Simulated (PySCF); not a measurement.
# Simulated absorption spectrum

Species: 3,4-dimethylphosphinine, C7H9P.
Cartesian coordinates in Å at the PBE0-D3(BJ)/def2-SVP level; atoms count from 1:
```xyz
17
C7H9P angstrom
C     -0.736    2.386    0.071
C      0.120    1.186   -0.212
C      1.501    1.358   -0.367
C      2.409    0.340   -0.633
P      1.996   -1.333   -0.818
C      0.280   -1.234   -0.580
C     -0.477   -0.091   -0.317
C     -1.965   -0.221   -0.144
H     -1.503    2.530   -0.707
H     -0.132    3.303    0.121
H     -1.275    2.284    1.027
H      1.887    2.379   -0.270
H      3.466    0.610   -0.732
H     -0.266   -2.183   -0.644
H     -2.511    0.374   -0.893
H     -2.287   -1.266   -0.241
H     -2.289    0.145    0.844
```

Computed with TDDFT wB97X-D/def2-SVPD, vertical, gas phase, core orbitals frozen in the response (PySCF).

Computed states:

```
state  E (eV)       f
   S1    4.77  0.0039
   S2    5.08   0.165
   S3    5.20   0.018
   S4    5.78  0.0000
   S5    5.98   0.298
   S6    6.44  0.0000
```

Each state is given a Gaussian of 0.5 eV full width at half maximum, with ε(max) = 2.175×10⁸ f / Δν̃ (Δν̃ the width in cm⁻¹). The cross-section is σ = 3.8235×10⁻²¹ ε cm², given in Mb (10⁻¹⁸ cm²). The width is an assumption, not a result. The curve ends short of the highest state used, and states not computed would add to its high-energy end.

Question: What does the envelope look like, and where are its maxima?

Answer: 
E (eV), σ (Mb) and a bar:
```
     4.02       0.00 
     4.06       0.00 
     4.10       0.01 
     4.14       0.01 
     4.19       0.03 
     4.23       0.04 
     4.27       0.08 
     4.31       0.13 
     4.35       0.21 
     4.40       0.39 
     4.44       0.61 
     4.48       0.96 #
     4.52       1.48 #
     4.57       2.46 ##
     4.61       3.61 ##
     4.65       5.18 ###
     4.69       7.23 ####
     4.74      10.55 ######
     4.78      13.82 ########
     4.82      17.54 ###########
     4.86      21.59 #############
     4.90      25.72 ################
     4.95      30.56 ###################
     4.99      33.79 #####################
     5.03      36.13 ######################
     5.07      37.34 #######################
     5.12      37.11 #######################
     5.16      35.54 ######################
     5.20      32.92 ####################
     5.24      29.51 ##################
     5.29      24.64 ###############
     5.33      20.70 #############
     5.37      17.08 ##########
     5.41      14.08 #########
     5.45      11.94 #######
     5.50      10.77 #######
     5.54      11.19 #######
     5.58      12.93 ########
     5.62      15.99 ##########
     5.67      21.60 #############
     5.71      27.32 #################
     5.75      33.81 #####################
     5.79      40.65 #########################
     5.84      48.88 ##############################
```

Maxima: 244 nm (5.09 eV), ε about 9800, made up of S2 (91%) (ε in L mol⁻¹ cm⁻¹; maxima over ε = 5, shares over 10%). At its high-energy end, 5.84 eV, the curve is still rising (ε about 13000, from S5).

Question: Coming from long wavelengths, where does ε first pass 100 L mol⁻¹ cm⁻¹?

Answer: At about 282 nm (4.40 eV), 0.37 eV below S1.

Question: Does any computed singlet lie in the visible range?

Answer: No computed singlet lies in the visible range (380 to 750 nm); the lowest, at 260 nm, stands 1.50 eV above its violet end (3.26 eV).

Question: What would ε be at 5.09 eV, the highest of these maxima, with half the width (0.25 eV)?

Answer: About 18900 L mol⁻¹ cm⁻¹ against 9800, a factor of about 1.9; a lone state at its own centre would give exactly 2.
